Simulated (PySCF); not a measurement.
## Ionisation energy along the 24-electron series

Calculated with PySCF 2.14 and a two-component X2C-1e Hamiltonian (Gaussian nucleus, no Breit or QED terms), each ion in its own even-tempered basis scaled to its charge; GMP2 freezes [Ne] and drops the highest virtual spinors. Values in eV. NIST values: (m) measured, (s) semi-empirical, (t) theoretical.

```tsv
ion	configuration	GHF (spin-free)	GMP2 (spin-free)	GHF (screened spin-orbit)	GMP2 (screened spin-orbit)	NIST
Sm³⁸⁺	[Ar] 3d6	2778.7	2779.7	2782.4	2782.6	2782 ± 4 (t)
Eu³⁹⁺	[Ar] 3d6	2912.4	2913.4	2915.6	2915.7	2914 ± 4 (t)
Gd⁴⁰⁺	[Ar] 3d6	3048.8	3049.8	3051.3	3051.4	3050 ± 4 (t)
```

Between Z = 62 and Z = 64 the GMP2 (screened spin-orbit) value grows as Z to the power 2.90.
